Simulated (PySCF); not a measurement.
Ga(Me)(NHMe)2, C₃H₁₁GaN₂, SMILES C[NH][Ga]([CH3])[NH]C, singlet, GFN2-xTB optimised geometry. Atoms within 1.6 Å of the plane z = 0.0 Å (x, y, z in Å): Ga1 (0.25, -0.51, 0.00), C2 (2.27, -0.51, 0.00), H3 (2.66, -1.53, 0.01), H4 (2.65, 0.01, 0.88), H5 (2.65, 0.00, -0.89), N6 (-0.74, 1.03, 0.00), C7 (-0.24, 2.40, 0.00), H8 (-1.75, 1.02, 0.01), H9 (-0.56, 2.96, 0.89), H10 (-0.57, 2.96, -0.89), H11 (0.86, 2.38, -0.01), N12 (-0.70, -2.08, -0.01), C13 (-2.13, -2.33, -0.01), H14 (-0.18, -2.96, 0.01), H15 (-2.45, -2.89, 0.88), H16 (-2.44, -2.91, -0.90), H17 (-2.66, -1.38, -0.03).

Method: PySCF with CAM-B3LYP/def2-SVP. Cells within 0.4 Å of a nucleus heavier than hydrogen are left out (blank, or x).

Map of the deformation density (molecule minus spherical neutral atoms) (e/bohr³) on the plane z = 0.0 Å:

```
|1111111111111111111111111111111|
|1111111111111111111111111111111|
|1111111111111111111111111111111|
|1111111111111111111111111111111|
|1111111111111110111111111111111|
|1111111111111110011111111111111|
|1111111111111210121111111111111|
|11111111111003xx562111111111111|
|11111111111001xx993011111111111|
|1111111111000342442111111111111|
|1111111110101551111111111111111|
|111111110034xx20001111111111111|
|111111110088xx20001111111111111|
|1111111100331x52111111111111111|
|1111111111111342111110111111111|
|1111111111111210012221221111111|
|111111111111110xx0244xx31111111|
|111111111111110xx0244xx31111111|
|1111111111001110012333773111111|
|1111112752001342111123783111111|
|1111113883110552111111331111111|
|11111114xx34xxx1111111100111111|
|11111000xx45xx42111111111111111|
|11111001xx110494111111111111111|
|1111111121000252011111111111111|
|1111111110000100011111111111111|
|1111111111111100111111111111111|
|1111111111111111111111111111111|
|1111111111111111111111111111111|
|1111111111111111111111111111111|
|1111111111111111111111111111111|
```
Scale: ten equal steps from -0.020 (start of '0') to 0.100 (end of '9'), in the order '0123456789'; x runs from -5.00 to 5.00, y from -5.00 (bottom) to 5.00 (top).
